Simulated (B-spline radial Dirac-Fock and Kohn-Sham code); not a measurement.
# Binding energies of Os¹⁰⁺ at several levels of theory

System: the Os¹⁰⁺ ion, [Kr] 4d10 4f14 5s2 5p4.

The density-functional columns are spherical, spin-unpolarised Dirac-Kohn-Sham results without Breit or QED terms: −ε is minus the orbital energy of the initial state and ΔSCF the difference of two total energies. The reference in the last column comes from multi-electron Dirac-Fock with separately optimised hole states, Breit and Lamb-shift corrections added in first order. All numbers are from a radial finite-basis atomic code, in eV; a selection of levels is shown. The Kohn-Sham columns are given as differences from the reference. For the 1s level of heavy atoms much of the gap between ΔSCF and the reference is the Breit and QED part, -381.9 eV here; for other levels the error of the functional can be larger.

| level | LDA −ε − DF | LDA ΔSCF − DF | Dirac-Fock |
| --- | --- | --- | --- |
| K | -211.0 | +370.3 | 74056.5 |
| L1 | -168.7 | -57.3 | 13162.4 |
| L2 | -119.0 | +23.2 | 12574.2 |
| L3 | -134.6 | -12.7 | 11060.1 |
| M1 | -91.7 | -55.7 | 3242.4 |
| M2 | -73.5 | -35.0 | 2981.9 |
| M3 | -72.8 | -37.7 | 2647.6 |
| M4 | -50.9 | -9.5 | 2217.4 |
| M5 | -52.3 | -12.1 | 2146.3 |
| N1 | -51.4 | -32.3 | 846.0 |
| N2 | -43.3 | -24.3 | 736.1 |
| N4 | -30.8 | -12.8 | 477.0 |
| N5 | -30.9 | -13.1 | 462.4 |
| N6 | -14.0 | +2.9 | 232.0 |
| N7 | -14.2 | +2.6 | 229.3 |
| O1 | -10.9 | +0.6 | 259.2 |
| O2,3 | -8.0 | +2.5 | 212.1 |

Values without a named source are computed, but for edge energies of neutral atoms, which are taken from tables.
